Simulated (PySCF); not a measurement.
B(F)(NHMe)(OH) (CH₅BFNO), SMILES B(O)(NC)F. Atoms are numbered in the order given.

```xyz
10

B      0.1867     0.2132     0.5099
F      0.8803    -0.0812     1.6208
N      0.0558    -0.7978    -0.4684
C     -0.6319    -0.7314    -1.7330
H      0.4963    -1.6889    -0.2654
H     -1.4645    -1.4548    -1.8041
H      0.0403    -0.9085    -2.5922
H     -1.0698     0.2691    -1.8768
O     -0.3296     1.4725     0.4322
H     -0.8208     1.6413    -0.3782
```

The structure is a stationary point at r2SCAN-D4/def2-SVP. This is a generated structure with no PubChem entry under its InChIKey; it may be hypothetical. Other conformers were not sampled.

Two levels are set side by side: PBE/pcSseg-1 (PySCF) and PBE0/pcSseg-1 (PySCF). GIAO shifts against BF3 (¹¹B), CFCl3 (¹⁹F), H2O (¹⁷O), NH3 (¹⁵N), TMS (¹H), TMS (¹³C) at the same level; non-relativistic, no solvent, atoms listed together averaged. Differences are taken from unrounded values.

| quantity | PBE |
|---|---|
| δ(¹¹B) of B1 (ppm) | 7.5 |
| δ(¹⁹F) of F2 (ppm) | -167.8 |
| δ(¹⁵N) of N3 (ppm) | 63.3 |
| δ(¹³C) of C4 (ppm) | 33.4 |
| δ(¹H) of H5 (ppm) | 1.96 |
| δ(¹⁷O) of O9 (ppm) | 81.9 |
| δ(¹H) of H10 (ppm) | 3.02 |

Q: These are the PBE values. What does PBE0 give? (An estimate is asked for; the answer gives what the named calculation found.)

A: 
```json
[
 {"quantity": "δ(¹¹B) of B1 (ppm)", "PBE0": "8.0", "PBE minus PBE0": "-0.5"},
 {"quantity": "δ(¹⁹F) of F2 (ppm)", "PBE0": "-148.9", "PBE minus PBE0": "-18.9"},
 {"quantity": "δ(¹⁵N) of N3 (ppm)", "PBE0": "56.1", "PBE minus PBE0": "7.2"},
 {"quantity": "δ(¹³C) of C4 (ppm)", "PBE0": "32.0", "PBE minus PBE0": "1.4"},
 {"quantity": "δ(¹H) of H5 (ppm)", "PBE0": "1.99", "PBE minus PBE0": "-0.03"},
 {"quantity": "δ(¹⁷O) of O9 (ppm)", "PBE0": "75.7", "PBE minus PBE0": "6.2"},
 {"quantity": "δ(¹H) of H10 (ppm)", "PBE0": "3.15", "PBE minus PBE0": "-0.13"}
]
```

Rough cost on one machine, each run with all the roots and properties that it gave: PBE0 against PBE within a factor of 2.
